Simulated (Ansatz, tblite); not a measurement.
Removing and adding an electron: the cluster B₄H₃. The state is a doublet with charge 0. Geometry: B3LYP-D4/def2-TZVP. Ansatz, gas phase; energy differences of separate SCF runs; the oxidised species is a singlet (the triplet lies 0.21 eV higher at PBE0-D4/def2-TZVP); the reduced species is a singlet (the triplet lies 1.75 eV higher at PBE0-D4/def2-TZVPD).

```xyz
7

B     0.685   -0.314   -0.696
B    -0.600    0.165   -1.352
B    -0.389    0.178    0.395
B     1.222   -0.450    0.720
H    -1.517    0.495   -2.003
H    -1.177    0.539    1.195
H     1.776   -0.614    1.740
```

The xTB rows come from tblite. Correlated methods freeze 4 core orbitals. The structure comes from a short search, and lower isomers may exist.

```csv
level,−HOMO (eV),vertical IE (eV),−LUMO (eV),vertical EA (eV),HOMO–LUMO gap (eV),IE − EA (eV),remarks
GFN1-xTB,–,13.45,–,6.81,–,6.64,–
HF/def2-TZVPD,–,–,–,1.32,–,–,spin-contaminated (⟨S²⟩ 0.85) (doublet)
PBE-D4/def2-TZVPD,6.32,–,5.21,2.35,1.11,–,HOMO above zero (-1 singlet)
r2SCAN-D4/def2-TZVP,6.67,9.73,4.83,–,1.85,–,restricted SCF unstable in HF (+1 singlet)
PBE0-D4/def2-TZVP,7.48,9.71,4.26,–,3.22,–,restricted SCF unstable in HF (+1 singlet)
MP2/def2-TZVPP,–,9.22,–,–,–,–,"restricted SCF unstable (+1 singlet), spin-contaminated (⟨S²⟩ 0.85) (doublet)"
CCSD/def2-TZVPD,–,–,–,2.27,–,–,spin-contaminated (⟨S²⟩ 0.85) (doublet)
CCSD(T)/def2-TZVPD,–,–,–,2.33,–,–,spin-contaminated (⟨S²⟩ 0.85) (doublet)
```

Estimate the rows for GFN2-xTB, PBE-D4/def2-TZVP, r2SCAN-D4/def2-TZVPD, PBE0-D4/def2-TZVPD, MP2/def2-TZVPD, CCSD/def2-TZVPP, CCSD(T)/def2-TZVPP.


```csv
level,−HOMO (eV),vertical IE (eV),−LUMO (eV),vertical EA (eV),HOMO–LUMO gap (eV),IE − EA (eV),remarks
GFN2-xTB,–,12.31,–,4.44,–,7.87,–
PBE-D4/def2-TZVP,6.32,9.56,5.21,–,1.11,–,restricted SCF unstable in HF (+1 singlet)
r2SCAN-D4/def2-TZVPD,6.67,–,4.82,2.24,1.85,–,HOMO above zero (-1 singlet)
PBE0-D4/def2-TZVPD,7.48,–,4.26,2.36,3.22,–,–
MP2/def2-TZVPD,–,–,–,2.50,–,–,spin-contaminated (⟨S²⟩ 0.85) (doublet)
CCSD/def2-TZVPP,–,9.45,–,–,–,–,"large T1 (0.021) (+1 singlet), restricted SCF unstable (+1 singlet), spin-contaminated (⟨S²⟩ 0.85) (doublet)"
CCSD(T)/def2-TZVPP,–,9.36,–,–,–,–,"large T1 (0.021) (+1 singlet), restricted SCF unstable (+1 singlet), spin-contaminated (⟨S²⟩ 0.85) (doublet)"
```

Run but left out: HF/def2-TZVPP (charge +1 singlet: restricted singlet, unstable towards broken spin symmetry).   A HOMO above zero means that the electron is unbound at that level or that self-interaction error raises the level; the energy of removing that electron tells which. HOMO and LUMO are the levels of the spin that leaves or enters (xTB has no such levels and no spin-polarisation term). Other spin states of the ions may lie lower, which would lower the ionisation energy or raise the affinity. Raw xTB energy differences between charge states are shifted by several eV; the methods need an empirical correction for them.
